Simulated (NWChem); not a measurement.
**Correlation energy of BrGe**

```xyz
2

Ge     0.0000     0.0000     1.2298
Br     0.0000     0.0000    -1.1244
```
Charge 0, spin multiplicity 2.

Program: NWChem. All single points use one geometry, from UB3LYP/def2-SVP, a minimum by its harmonic frequencies.

Basis set: def2-SVP. Each correlation energy counts from its own Hartree-Fock reference.

| method | correlation energy (mHa) |
|---|---|
| UMP2 | -415.1 |
| SCS-UMP2 | -381.7 |
| CCSD on UHF | -419.0 |
| CCSD[T] on UHF | -431.6 |
| CCSD(T) on UHF | -430.5 |
| CCSD on ROHF | -422.7 |
| CCSD[T] on ROHF | -435.5 |
| CCSD(T) on ROHF | -434.3 |

The values span 53.7 mHa, from CCSD[T] on ROHF (lowest) to SCS-UMP2 (highest). 

The Hamiltonian is non-relativistic. The correlated methods keep 18 core orbitals frozen. This spin state was chosen for the runs; another may lie lower. The structure started from a generated list of species. The unpaired electrons of the parent sit in orbitals of symmetry b2 (C2v labels of the run); other states weren't searched. No SCF solution was tested for a lower state. Open-shell Hartree-Fock references start from PBE0 orbitals. Coupled-cluster values serve here as a point of comparison, not as the truth.
